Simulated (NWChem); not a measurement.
System: C3H6OSi; SMILES C[Si@H]1C=CO1

Excerpt of the output:

```
             Northwest Computational Chemistry Package (NWChem) 7.3.0
             --------------------------------------------------------

                             Geometry "geometry" -> ""
                             -------------------------

 Output coordinates in angstroms (scale by  1.889725989 to convert to a.u.)

  No.       Tag          Charge          X              Y              Z
 ---- ---------------- ---------- -------------- -------------- --------------
    1 C                    6.0000     0.01096300    -1.99186600    -0.50938800
    2 Si                  14.0000     0.07076500    -0.41244000     0.47016800
    3 C                    6.0000     1.09291400     1.02175400    -0.07417800
    4 C                    6.0000    -0.10532700     1.59024700    -0.33777900
    5 O                    8.0000    -1.14011600     0.74319600    -0.04249800
    6 H                    1.0000     0.87454700    -2.62971800    -0.26107000
    7 H                    1.0000     0.03438500    -1.77855600    -1.58800700
    8 H                    1.0000    -0.90367100    -2.56046300    -0.27901000
    9 H                    1.0000    -0.05404800    -0.68558100     1.93053700
   10 H                    1.0000     2.08765400     1.44078600    -0.20054100
   11 H                    1.0000    -0.37684800     2.57850400    -0.73266900

 Effective nuclear repulsion energy (a.u.)     222.9158835623

  xc_inp: hfexch multiplicative factor not found.
                              NWChem Property Module
                              ----------------------

  itol2e modified to match energy
  convergence criterion.

                                 NWChem DFT Module
                                 -----------------

 Summary of "ao basis" -> "ao basis" (spherical)
 ------------------------------------------------------------------------------
       Tag                 Description            Shells   Functions and Types
 ---------------- ------------------------------  ------  ---------------------
 C                          cc-pvtz                 10       30   4s3p2d1f
 Si                         cc-pvtz                 12       34   5s4p2d1f
 O                          cc-pvtz                 10       30   4s3p2d1f
 H                          cc-pvtz                  6       14   3s2p1d

  itol2e modified to match energy
  convergence criterion.

            General Information
            -------------------
          SCF calculation type: DFT
          Wavefunction type:  closed shell.
          No. of atoms     :    11
          No. of electrons :    46
           Alpha electrons :    23
            Beta electrons :    23
          Charge           :     0
          Spin multiplicity:     1
          Use of symmetry is: off; symmetry adaption is: off
          Maximum number of iterations: 150
          AO basis - number of functions:   238
                     number of shells:    88
          Convergence on energy requested:  1.00D-07
          Convergence on density requested:  1.00D-05
          Convergence on gradient requested:  5.00D-04

              XC Information
              --------------
                     Hartree-Fock (Exact) Exchange  1.000

      Superposition of Atomic Density Guess
      -------------------------------------

 Sum of atomic energies:        -479.63197894

      Non-variational initial energy
      ------------------------------

 Total energy =    -482.448788
 1-e energy   =   -1100.688739
 2-e energy   =     395.324067
 HOMO         =      -0.293118
 LUMO         =       0.014624

------------------------------------------------------------
EAF file 0: "./job.aoints.0" size=1409286144 bytes
------------------------------------------------------------
               write      read    awrite     aread      wait
               -----      ----    ------     -----      ----
     calls:     2688         0         0         0         0
   data(b): 1.41e+09  0.00e+00  0.00e+00  0.00e+00
   time(s): 0.00e+00  0.00e+00  0.00e+00  0.00e+00  0.00e+00
rate(mb/s): 0.00e+00  0.00e+00
------------------------------------------------------------

   convergence    iter        energy       DeltaE   RMS-Dens  Diis-err
 ---------------- ----- ----------------- --------- --------- ---------
 d= 0,ls=0.0,diis     1   -480.8871499424 -7.04D+02  1.98D-03  6.05D-01
 d= 0,ls=0.0,diis     2   -480.9554163271 -6.83D-02  7.69D-04  1.62D-01
 d= 0,ls=0.0,diis     3   -480.9702109358 -1.48D-02  2.80D-04  1.17D-02
 d= 0,ls=0.0,diis     4   -480.9718176789 -1.61D-03  7.87D-05  6.49D-04
 d= 0,ls=0.0,diis     5   -480.9719251235 -1.07D-04  2.48D-05  7.52D-05
  Resetting Diis
 d= 0,ls=0.0,diis     6   -480.9719380826 -1.30D-05  1.05D-05  5.25D-06
 d= 0,ls=0.0,diis     7   -480.9719399308 -1.85D-06  3.63D-06  1.08D-06
 d= 0,ls=0.0,diis     8   -480.9719402210 -2.90D-07  1.83D-06  2.51D-07
 d= 0,ls=0.0,diis     9   -480.9719403067 -8.57D-08  2.26D-06  1.12D-07

         Total DFT energy =     -480.971940306688
      One electron energy =    -1104.812931179816
           Coulomb energy =      447.314763100202
    Exchange-Corr. energy =      -46.389655789336
 Nuclear repulsion energy =      222.915883562263

 Numeric. integr. density =        0.000000000000

                       DFT Final Molecular Orbital Analysis
                       ------------------------------------

 Vector   21  Occ=2.000000D+00  E=-4.570924D-01
              MO Center= -6.5D-02, -9.3D-01,  4.8D-01, r^2= 3.0D+00
   Bfn.  Coefficient  Atom+Function         Bfn.  Coefficient  Atom+Function
  ----- ------------  ---------------      ----- ------------  ---------------
    41      0.284413   2 Si pz              198      0.208682   9 H  s
     9     -0.169614   1 C  py              199      0.154580   9 H  s
    10     -0.149018   1 C  pz                6     -0.133234   1 C  py
   134     -0.131366   5 O  pz              197      0.128853   9 H  s
     7     -0.115117   1 C  pz               40      0.108165   2 Si py

[...]

          -----------------------
          Electric field gradient
          -----------------------

 1 a.u. = 0.324123 10**(16) esu/cm**3  ( or statvolts/cm**2 ) = 0.97174 10**(22) v/m**2

 ------------------------------------------------------------
   Atom      X         Y         Z
 ------------------------------------------------------------
    1 C    0.02072  -3.76408  -0.96260
 ------------------------------------------------------------

 Electric field gradient in molecular frame (a.u.)
         XX             YY             ZZ             XY             XZ             YZ
 ------------------------------------------------------------------------------------------
       -0.062116       0.062710      -0.000594       0.005952      -0.004388       0.060258

 Principal components (a.u.) and orientation
 of principal axis w.r.t. absolute frame                      Asymmetry parameter eta
 --------------------------------------------------------------------------------------
        0.099173      -0.063901      -0.035272                       0.288681

        0.017548       0.969067      -0.246173
        0.856193      -0.141717      -0.496841
        0.516359       0.202053       0.832195

 ------------------------------------------------------------
   Atom      X         Y         Z
 ------------------------------------------------------------
    2 Si   0.13373  -0.77940   0.88849
 ------------------------------------------------------------

 Electric field gradient in molecular frame (a.u.)
         XX             YY             ZZ             XY             XZ             YZ
 ------------------------------------------------------------------------------------------
       -0.663358       0.363198       0.300160       0.409351      -0.194927       0.129503

 Principal components (a.u.) and orientation
 of principal axis w.r.t. absolute frame                      Asymmetry parameter eta
 --------------------------------------------------------------------------------------
       -0.851354       0.524468       0.326886                       0.232080

        0.923262       0.267166      -0.276060
       -0.331819       0.916712      -0.222564
        0.193606       0.297087       0.935017

 ------------------------------------------------------------
   Atom      X         Y         Z
 ------------------------------------------------------------
    3 C    2.06531   1.93084  -0.14018
 ------------------------------------------------------------

 Electric field gradient in molecular frame (a.u.)
         XX             YY             ZZ             XY             XZ             YZ
 ------------------------------------------------------------------------------------------
        0.074175       0.085252      -0.159427      -0.013554       0.015855      -0.105311

 Principal components (a.u.) and orientation
 of principal axis w.r.t. absolute frame                      Asymmetry parameter eta
 --------------------------------------------------------------------------------------
       -0.198889       0.130287       0.068601                       0.310152

       -0.037278      -0.310444       0.949861
        0.345723       0.887818       0.303735
        0.937596      -0.339711      -0.074231

 ------------------------------------------------------------
   Atom      X         Y         Z
 ------------------------------------------------------------
    4 C   -0.19904   3.00513  -0.63831
 ------------------------------------------------------------

 Electric field gradient in molecular frame (a.u.)
         XX             YY             ZZ             XY             XZ             YZ
 ------------------------------------------------------------------------------------------
        0.267267       0.075253      -0.342520      -0.237306       0.119260      -0.201990

 Principal components (a.u.) and orientation
 of principal axis w.r.t. absolute frame                      Asymmetry parameter eta
 --------------------------------------------------------------------------------------
        0.482809      -0.425023      -0.057786                       0.760625

        0.776050      -0.037722       0.629542
       -0.577492       0.358689       0.733380
        0.253474       0.932695      -0.256577

 ------------------------------------------------------------
   Atom      X         Y         Z
 ------------------------------------------------------------
    5 O   -2.15451   1.40444  -0.08031
 ------------------------------------------------------------

 Electric field gradient in molecular frame (a.u.)
         XX             YY             ZZ             XY             XZ             YZ
 ------------------------------------------------------------------------------------------
       -0.134635      -0.699921       0.834556      -0.755850       0.232134       0.710735

 Principal components (a.u.) and orientation
 of principal axis w.r.t. absolute frame                      Asymmetry parameter eta
 --------------------------------------------------------------------------------------
       -1.451192       1.116903       0.334289                       0.539290

        0.514139      -0.062419       0.855432
        0.802837       0.386017      -0.454361
       -0.301851       0.920378       0.248578

 ------------------------------------------------------------
   Atom      X         Y         Z
 ------------------------------------------------------------
    6 H    1.65265  -4.96945  -0.49335
 ------------------------------------------------------------

 Electric field gradient in molecular frame (a.u.)
         XX             YY             ZZ             XY             XZ             YZ
 ------------------------------------------------------------------------------------------
       -0.121986       0.002962       0.119024       0.192731      -0.075338       0.058801

 Principal components (a.u.) and orientation
 of principal axis w.r.t. absolute frame                      Asymmetry parameter eta
 --------------------------------------------------------------------------------------
       -0.284713       0.145609       0.139104                       0.022846

        0.786053       0.345782      -0.512402
       -0.573685       0.716790      -0.396356
        0.230231       0.605514       0.761805

 ------------------------------------------------------------
   Atom      X         Y         Z
 ------------------------------------------------------------
    7 H    0.06498  -3.36098  -3.00090
 ------------------------------------------------------------

 Electric field gradient in molecular frame (a.u.)
         XX             YY             ZZ             XY             XZ             YZ
 ------------------------------------------------------------------------------------------
        0.138597       0.129378      -0.267975      -0.001924       0.009166       0.083984

 Principal components (a.u.) and orientation
 of principal axis w.r.t. absolute frame                      Asymmetry parameter eta
 --------------------------------------------------------------------------------------
       -0.285204       0.146400       0.138804                       0.026637

       -0.022094      -0.008576       0.999719
       -0.198592       0.980074       0.004019
        0.979833       0.198448       0.023357

 ------------------------------------------------------------
   Atom      X         Y         Z
 ------------------------------------------------------------
    8 H   -1.70769  -4.83857  -0.52725
 ------------------------------------------------------------

 Electric field gradient in molecular frame (a.u.)
         XX             YY             ZZ             XY             XZ             YZ
 ------------------------------------------------------------------------------------------
       -0.153307       0.032003       0.121304      -0.181857       0.074235       0.049414

 Principal components (a.u.) and orientation
 of principal axis w.r.t. absolute frame                      Asymmetry parameter eta
 --------------------------------------------------------------------------------------
       -0.284331       0.145675       0.138656                       0.024686

        0.831894      -0.329924       0.446208
        0.511766       0.767038      -0.386974
       -0.214587       0.550276       0.806938

 ------------------------------------------------------------
   Atom      X         Y         Z
 ------------------------------------------------------------
    9 H   -0.10214  -1.29556   3.64819
 ------------------------------------------------------------

 Electric field gradient in molecular frame (a.u.)
         XX             YY             ZZ             XY             XZ             YZ
 ------------------------------------------------------------------------------------------
        0.067555       0.062355      -0.129911      -0.001962       0.015960       0.038411

 Principal components (a.u.) and orientation
 of principal axis w.r.t. absolute frame                      Asymmetry parameter eta
 --------------------------------------------------------------------------------------
       -0.138549       0.070457       0.068092                       0.017073

       -0.077607       0.547142       0.833434
       -0.187953       0.812937      -0.551187
        0.979107       0.199423      -0.039747

[...]
```

Level: Hartree-Fock/cc-pVTZ. Coordinates come from a PBE0/def2-SVP optimisation. NWChem prints the field gradient with the sign opposite to the second derivative of the potential.

Reconstruct the input file.

One answer among several that fit: the input that was run:
```
start job
memory heap 200 mb stack 900 mb global 1100 mb
geometry units angstroms noautosym nocenter noautoz
  C      0.010963    -1.991866    -0.509388
  Si     0.070765    -0.412440     0.470168
  C      1.092914     1.021754    -0.074178
  C     -0.105327     1.590247    -0.337779
  O     -1.140116     0.743196    -0.042498
  H      0.874547    -2.629718    -0.261070
  H      0.034385    -1.778556    -1.588007
  H     -0.903671    -2.560463    -0.279010
  H     -0.054048    -0.685581     1.930537
  H      2.087654     1.440786    -0.200541
  H     -0.376848     2.578504    -0.732669
end
basis spherical
  * library cc-pvtz
end
dft
  xc hfexch
  iterations 150
  semidirect filesize 400000000
end
property
  efieldgrad
end
task dft property
```
